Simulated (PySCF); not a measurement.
# Simulated absorption spectrum

C7H8Se.
Z-matrix (Å and degrees, PBE0-D3(BJ)/def2-SVP geometry), rows numbered from 1:
```
C 
Se  1  1.9339
C   2  1.9024  1  100.41
C   3  1.4020  2  116.86  1  -179.68
C   4  1.3908  3  120.34  2   179.99
C   5  1.3957  4  120.40  3     0.00
C   6  1.3923  5  119.29  4     0.02
C   7  1.3952  6  120.72  5    -0.01
H   1  1.0985  2  111.16  3   -61.94
H   1  1.0983  2  105.80  3   179.87
H   1  1.0984  2  111.14  3    61.64
H   4  1.0936  3  119.93  2     0.02
H   5  1.0928  4  119.43  3  -179.99
H   6  1.0921  5  120.34  4  -180.00
H   7  1.0930  6  120.07  5   179.97
H   8  1.0909  3  120.83  2     0.03
```

Level of theory: PySCF, TDDFT B3LYP/def2-SVPD, vertical, gas phase, core orbitals frozen in the response. Relativistic effects, spin–orbit coupling among them, are left out although an element past zinc is present.

Computed states:

```json
{"state": "S1", "E (eV)": "4.39", "f": "0.010"}
{"state": "S2", "E (eV)": "4.49", "f": "0.0002"}
{"state": "S3", "E (eV)": "4.75", "f": "0.234"}
{"state": "S4", "E (eV)": "5.31", "f": "0.0022"}
{"state": "S5", "E (eV)": "5.39", "f": "0.027"}
{"state": "S6", "E (eV)": "5.86", "f": "0.030"}
{"state": "S7", "E (eV)": "6.10", "f": "0.0003"}
{"state": "S8", "E (eV)": "6.26", "f": "0.0023"}
{"state": "S9", "E (eV)": "6.29", "f": "0.027"}
{"state": "S10", "E (eV)": "6.29", "f": "0.0054"}
```

Each state is given a Gaussian of 0.3 eV full width at half maximum, with ε(max) = 2.175×10⁸ f / Δν̃ (Δν̃ the width in cm⁻¹). The width is an assumption, not a result. The curve ends short of the highest state used, and states not computed would add to its high-energy end.

Problem. What does the envelope look like, and where are its maxima?

Solution. 
```tsv
E (eV)	ε (L mol⁻¹ cm⁻¹)
3.94	2
4.00	8
4.06	30
4.13	110
4.19	263
4.25	508
4.31	814
4.37	1168
4.43	1774
4.49	3243
4.55	6405
4.61	11484
4.67	17153
4.73	20749
4.79	20166
4.85	15714
4.91	9814
4.97	4922
5.03	2025
5.09	818
5.15	644
5.21	1043
5.27	1721
5.33	2358
5.39	2616
5.45	2350
5.51	1742
5.57	1178
5.63	994
5.69	1303
```

Maxima: 261 nm (4.75 eV), ε about 21000, made up of S3 (100%); 230 nm (5.39 eV), ε about 2600, made up of S5 (94%) (ε in L mol⁻¹ cm⁻¹; maxima over ε = 5, shares over 10%). At its high-energy end, 5.69 eV, the curve is still rising (ε about 1300, from S5 and S6).

Problem. Coming from long wavelengths, where does ε first pass 100 L mol⁻¹ cm⁻¹?

Solution. At about 301 nm (4.12 eV), 0.27 eV below S1.

Problem. What would ε be at 4.75 eV, the highest of these maxima, with half the width (0.15 eV)?

Solution. About 42100 L mol⁻¹ cm⁻¹ against 21100, a factor of about 2.00; a lone state at its own centre would give exactly 2.

Problem. On this curve, what absorbance would a 10⁻⁴ mol/L sample give at 280 nm over a 1 cm path?

Solution. 280 nm is 4.428 eV, where ε is about 1700 L mol⁻¹ cm⁻¹, so A = ε c l ≈ 0.17 (Beer–Lambert, with the gas-phase spectrum and the assumed width).

All these states lie below the vertical ionisation energy of 7.68 eV (ΔSCF).

One conformer stands for the species.
